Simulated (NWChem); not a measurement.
System: BeNH3S; SMILES [NH2][Be][SH]

```xyz
6

Be     0.0300    -0.5936     0.0002
N      0.0098    -2.0930     0.0017
H      0.0035    -2.6772    -0.8255
H      0.0099    -2.6752     0.8303
S      0.1035     1.3206    -0.0013
H     -1.2398     1.4813     0.0037
```
Atoms are numbered in this order, from 1.

Level: B3LYP/6-31G* (spherical d) (NWChem), optimised geometry, unscaled harmonic frequencies. B3LYP is NWChem's, with the RPA form of VWN correlation.

```tsv
frequency (cm⁻¹)	IR intensity (km/mol)
224	4.7
226	11.8
290	7.9
391	207.0
485	6.0
669	1.6
672	78.6
1294	238.8
1612	96.0
2664	8.4
3569	34.9
3647	20.0
```

```json
{
  "zero_point_energy": "22.5 kcal/mol",
  "thermal correction to the enthalpy at 298.15 K (with zero-point energy)": "26.3 kcal/mol",
  "heat capacity Cv": "16.0 cal/(mol K)",
  "entropy at 298.15 K and 1 atm (symmetry number 1)": "68.3 cal/(mol K)",
  "dipole_moment": "2.57 D"
}
```

Rigid rotor and harmonic oscillator.
